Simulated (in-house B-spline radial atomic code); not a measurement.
Radial electron density of Fe⁶⁺, [Ar] 3d2. Computed with a radial B-spline atomic code at the basis-set limit: non-relativistic B97-1, spin-polarised, spherical fractional occupations, point nucleus.

Caution: exact exchange at fractional occupations of open shells leaves self-interaction of up to several eV.

Columns: r (bohr), 4πr²n(r) (electrons per bohr), bar.

```
 0.00262   0.8975 #
 0.00312     1.24 ##
 0.00372    1.709 ##
 0.00443    2.335 ###
 0.00527    3.164 ####
 0.00628    4.263 #####
 0.00748    5.683 #######
 0.00891    7.486 #########
  0.0106    9.707 ############
  0.0126    12.37 ################
  0.0151    15.61 ####################
  0.0179    18.98 ########################
  0.0214    22.67 #############################
  0.0255    26.11 #################################
  0.0303    28.91 #####################################
  0.0361    30.73 #######################################
   0.043    31.17 ########################################
  0.0513    30.15 ######################################
  0.0611    28.07 ####################################
  0.0728    25.79 #################################
  0.0867    24.51 ###############################
   0.103    25.19 ################################
   0.123    28.05 ####################################
   0.147    31.98 #########################################
   0.175    34.69 ############################################
   0.208    34.13 ###########################################
   0.248    29.46 #####################################
   0.295    22.24 ############################
   0.351    15.52 ####################
   0.419    12.07 ###############
   0.499    12.47 ################
   0.594    14.36 ##################
   0.708    14.82 ###################
   0.843    12.53 ################
       1    8.511 ###########
     1.2    4.352 ######
    1.43    1.748 ##
     1.7   0.5396 #
    2.02   0.1247 
    2.41  0.01992 
    2.87 0.002252
```

On this grid the curve has 3 maxima, near 0.043, 0.175, 0.708 bohr.

The 3p down radial function P(r) = rR(r), positive near the nucleus:

| r (bohr) | P |
| --- | --- |
| 0.00262 | 0.001384 |
| 0.00372 | 0.00275 |
| 0.00527 | 0.005409 |
| 0.00748 | 0.01059 |
| 0.0106 | 0.02042 |
| 0.0151 | 0.03909 |
| 0.0214 | 0.07238 |
| 0.0303 | 0.1294 |
| 0.043 | 0.2213 |
| 0.0611 | 0.3539 |
| 0.0867 | 0.5111 |
| 0.123 | 0.634 |
| 0.175 | 0.6037 |
| 0.248 | 0.2893 |
| 0.351 | -0.314 |
| 0.499 | -0.962 |
| 0.708 | -1.22 |
| 1 | -0.9355 |
| 1.43 | -0.4168 |
| 2.02 | -0.1001 |
| 2.87 | -0.009391 |
